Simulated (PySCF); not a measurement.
Computed shifts of a molecule C₃H₅Cl₂FSi, B3LYP/pcSseg-1 in PySCF, GIAO, gas phase, atoms alike by connectivity averaged where their shifts nearly agree, in ppm (number of nuclei): ¹³C: 139.1 (1), 130.7 (1), 32.8 (1). ²⁹Si: 12.3 (1). ¹⁹F: -121.5 (1). ¹H: 6.12 (1), 5.71 (2), 2.35 (1), 2.20 (1). References: ¹³C against TMS (σ = 181.3 ppm); ²⁹Si against TMS (σ = 338.7 ppm); ¹⁹F against CFCl3 (σ = 161.7 ppm); ³⁵Cl against HCl (σ = 933.3 ppm); ¹H against TMS (σ = 31.68 ppm), references at their B3LYP-D3(BJ)/def2-TZVP geometries, non-relativistic (without spin–orbit terms, shifts of atoms bonded to Cl or Br come out too high). The structure is a stationary point at r2SCAN-D4/def2-SVP. The values are those of a single conformer.

Q: Identify the compound among the candidates.
A) C[Si@H](Cl)/C=C(/F)Cl
B) C=CC[Si](F)(Cl)Cl
C) F[C@H]1CC[Si]1(Cl)Cl
D) C[SiH2]/C(Cl)=C(\F)Cl

A: B, C=CC[Si](F)(Cl)Cl
